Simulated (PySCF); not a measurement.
# Electronic structure of Ta²⁺ (tantalum, charge +2) at the LDA level

Configuration: [Xe] 4f14 5d2 6s1, high-spin 4F determinant (an excited configuration). Computed with PySCF 2.14 in aug-cc-pVTZ-PP with ECP60MDF, with a scalar-relativistic core potential.

```json
{
  "Total energy": "-56.2758 hartree",
  "One-electron energy": "-86.9858 hartree",
  "Hartree (Coulomb) energy": "36.6564 hartree",
  "Exchange-correlation energy": "-5.9464 hartree",
  "⟨S²⟩": "3.7503",
  "⟨L²⟩": "12.003",
  "Sum of ⟨r⟩": "16.90 bohr",
  "Sum of ⟨r²⟩": "31.96 bohr²"
}
```

```csv
shell,electrons,mean orbital energy (eV),"rms radius, mean of both spins (bohr)"
5s α,1,-90.454,1.18
5s β,1,-89.285,1.18
5p α,3,-57.631,1.39
5p β,3,-56.219,1.39
5d α,2,-21.326,2.10
6s α,1,-20.405,2.97
```

Energies and moments cover only the electrons outside the core potential. Spin-orbit coupling, absent here, splits the open shell strongly.
